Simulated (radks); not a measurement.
Problem. Neutral krypton, [Kr]. All-electron calculation, non-relativistic Kohn-Sham, exchange-only LDA, spin-polarised, spherical densities, point nucleus. Program: a radial shooting solver on a logarithmic mesh with Libxc functionals. Every spin shell is full or empty, so the densities are truly spherical. Functionals are evaluated on that one density, not self-consistently. Rank these orbital-free kinetic functionals by their error against the exact value of the orbitals, and give that value: Thomas-Fermi, von Weizsacker, TF + vW, TF + vW/9, TF + vW/5, LC94, APBEK, revAPBEK, Perdew 92, Thakkar, Pearson, LKT, PG1.

Solution. Exact: 2746.87 hartree. From best to worst, with 100 (|E| - |E exact|)/|E exact| (equal figures are ties): LC94 +0.03, APBEK +0.10, revAPBEK +0.32, Thakkar -0.49, Perdew 92 -0.73, TF + vW/9 -0.74, Pearson -1.07, TF + vW/5 +3.38, Thomas-Fermi -5.88, PG1 +17.16, LKT +21.73, TF + vW +40.41, von Weizsacker -53.71.
